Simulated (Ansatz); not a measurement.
`C[S][GeH]([CH3])[CH3]`. Total charge 0; spin multiplicity 1. Geometry: relaxed with PBE0-D4/def2-TZVP. It is one conformer, not always the lowest.

```xyz
15

C     0.085   -0.760   -2.499
S     1.224   -0.846   -1.090
Ge   -0.156   -0.260    0.553
C     0.844   -0.491    2.209
C    -0.749    1.586    0.319
H    -0.259    0.259   -2.675
H     0.640   -1.095   -3.376
H    -0.771   -1.420   -2.355
H    -1.381   -1.205    0.497
H     0.218   -0.231    3.064
H     1.171   -1.526    2.315
H     1.722    0.157    2.208
H    -1.273    1.708   -0.630
H     0.113    2.255    0.332
H    -1.428    1.868    1.126
```

What is the dipole moment at PBE/def2-TZVPP? (Best estimate.)

The calculation gave: 1.49 D, with components (-1.20, 0.82, 0.29) D in this frame, pointing from negative to positive charge.

And with r2SCAN, B3LYP? (Estimate.)

Computed: r2SCAN 1.57 D, B3LYP 1.52 D.

Give the Mulliken charges with PBE, r2SCAN, B3LYP in def2-TZVPP. (An estimate is asked.)

Ansatz gave: 
| atom | PBE | r2SCAN | B3LYP |
| --- | --- | --- | --- |
| C1 | -0.28 | -0.16 | -0.29 |
| S2 | -0.28 | -0.31 | -0.28 |
| Ge3 | 0.32 | 0.33 | 0.36 |
| C4 | -0.37 | -0.29 | -0.38 |
| C5 | -0.37 | -0.29 | -0.38 |
| H6 | 0.12 | 0.08 | 0.12 |
| H7 | 0.12 | 0.08 | 0.12 |
| H8 | 0.12 | 0.09 | 0.12 |
| H9 | -0.04 | -0.03 | -0.03 |
| H10 | 0.11 | 0.08 | 0.10 |
| H11 | 0.12 | 0.09 | 0.12 |
| H12 | 0.11 | 0.09 | 0.11 |
| H13 | 0.10 | 0.07 | 0.10 |
| H14 | 0.11 | 0.08 | 0.11 |
| H15 | 0.10 | 0.08 | 0.10 |

B3LYP here is the variant with VWN-RPA as its local correlation; programs differ in this.
